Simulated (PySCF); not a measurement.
**C₆ coefficients of unlike pairs at revPBE**

Calculated with PySCF 2.14 from the dipole response of each species, C₆(A,B) = (3/π) ∫ α_A(iu) α_B(iu) du, in atomic units, from isotropic polarisabilities. For ions this is the dispersion term alone; charge-induced terms of lower order in 1/R come first.

```
species       configuration                                                                                 basis      relativity  α (bohr³)  C₆ (like pair)
    F²⁺   [He] 2s2 2p3 (4S)                                                                aug-cc-pwCVDZ (5s4p2d)            none      1.255           1.614
     O⁺   [He] 2s2 2p3 (4S)                                                            aug-cc-pwCVQZ (9s8p6d4f2g)            none      2.695           5.323
   Au²⁺  [Xe] 4f14 5d9 (2D)                                           aug-cc-pwCVTZ-PP with ECP60MDF (8s8p7d4f3g)  core potential      8.973           58.66
      P   [Ne] 3s2 3p3 (4S)  aug-cc-pV(Q+d)Z with one added diffuse shell each of s, p, d, f, g type (8s7p6d4f3g)            none      27.69           206.3
```

Estimate C₆ for P with Au²⁺.

The integral gives 97.68. The combination rule 2 C_A C_B / (C_A α_B/α_A + C_B α_A/α_B) gives 97.64 and the geometric mean 110.0.

No spin-orbit coupling is included.

The other pairs:

```json
{"pair": "P, F²⁺", "C₆": "14.95"}
{"pair": "P, O⁺", "C₆": "29.55"}
{"pair": "Au²⁺, F²⁺", "C₆": "9.623"}
{"pair": "O⁺, F²⁺", "C₆": "2.891"}
{"pair": "Au²⁺, O⁺", "C₆": "17.66"}
```
